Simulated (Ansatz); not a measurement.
This geometry of C2H9ClNPSi (15 atoms, charge 0, multiplicity 1) is a first-order saddle point.

The calculation used Ansatz 0.2.0, RKS BHLYP/def2-SVP.

```xyz
15
Properties=species:S:1:pos:R:3
C 0.190 -1.944 -1.115
N 1.043 -0.920 -0.552
C 0.681 0.466 -0.749
Si -0.779 1.061 0.301
P -0.278 0.736 2.480
Cl -1.177 3.055 -0.152
H 0.726 -2.567 -1.842
H -0.665 -1.505 -1.638
H -0.219 -2.613 -0.350
H 1.311 -1.119 0.397
H 0.456 0.640 -1.807
H 1.543 1.110 -0.537
H -2.011 0.289 0.027
H 0.578 1.860 2.584
H -1.422 1.401 2.979
```

Problem. Which two structures does it join? (They come from a converged band through this point; their orientation in space is the band's.)

Solution. No bond is made or broken. The dihedral H9–C1–N2–C3 goes from 179 to -60°. The two ends are copies of one structure, up to a mirror image or an exchange of like atoms.

Initial state:

```xyz
15
Properties=species:S:1:pos:R:3
C 0.184 -2.077 -0.796
N 1.063 -1.081 -0.239
C 0.831 0.284 -0.662
Si -0.716 1.152 0.011
P -0.670 1.065 2.268
Cl -0.708 3.098 -0.732
H 0.295 -2.101 -1.885
H -0.887 -1.933 -0.581
H 0.467 -3.064 -0.421
H 1.110 -1.155 0.765
H 0.798 0.321 -1.757
H 1.691 0.906 -0.385
H -1.985 0.531 -0.425
H 0.293 2.093 2.411
H -1.789 1.911 2.457
```

Final state:

```xyz
15
Properties=species:S:1:pos:R:3
C 0.218 -1.894 -1.166
N 1.088 -0.888 -0.614
C 0.645 0.484 -0.745
Si -0.807 1.031 0.347
P -0.276 0.636 2.507
Cl -1.162 3.044 -0.052
H 0.667 -2.881 -1.028
H 0.108 -1.737 -2.244
H -0.797 -1.927 -0.736
H 1.342 -1.106 0.337
H 0.382 0.678 -1.792
H 1.480 1.162 -0.533
H -2.065 0.309 0.067
H 0.574 1.762 2.635
H -1.419 1.277 3.043
```

Problem. How far does it lie above each of them?

Solution. 0.108 eV above the first and 0.108 eV above the second. This is the barrier of this one path; another mechanism may lie lower.

Run time: 3.9 min on 2 threads of Intel(R) Xeon(R) Platinum 8488C (Sapphire Rapids), with other jobs on the host, peak memory 0.43 GiB.
